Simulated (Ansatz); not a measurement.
`C#[C][GeH2][F]` and `C#[C][GeH2][OH]` differ in one atom or group.

Ansatz, PBE0-D4/def2-TZVP geometries, multiplicity 1. Each molecule was computed in one conformer, which needn't be the lowest.

Scalar relativity is left out up to krypton.

| property | `C#[C][GeH2][F]` |
| --- | --- |
| size of the dipole moment (ωB97M-V/def2-TZVPP) / D | 2.26 |
| HOMO–LUMO gap (PBE/def2-TZVPP) / eV | 5.59 |
| HOMO energy (PBE/def2-TZVPP) / eV | -7.33 |
| LUMO energy (ωB97M-V/def2-TZVPP) / eV | 1.17 |
| HOMO energy (B3LYP/def2-TZVPP) / eV | -8.32 |
| LUMO energy (PBE0/def2-TZVPP) / eV | -0.82 |

(1) Give the same properties after the change, and the shifts. (Estimate.)

Results:

(1) The calculation gave: 
```tsv
property	`C#[C][GeH2][OH]`	shift
size of the dipole moment (ωB97M-V/def2-TZVPP) / D	1.33	-0.93
HOMO–LUMO gap (PBE/def2-TZVPP) / eV	5.49	-0.10
HOMO energy (PBE/def2-TZVPP) / eV	-6.86	0.47
LUMO energy (ωB97M-V/def2-TZVPP) / eV	1.40	0.23
HOMO energy (B3LYP/def2-TZVPP) / eV	-7.97	0.35
LUMO energy (PBE0/def2-TZVPP) / eV	-0.46	0.36
```

The zero-point energy changes by 29.0 kJ/mol with +3 modes. Dipoles are sizes alone; their direction can turn.

B3LYP here is the variant with VWN-RPA as its local correlation; programs differ in this.
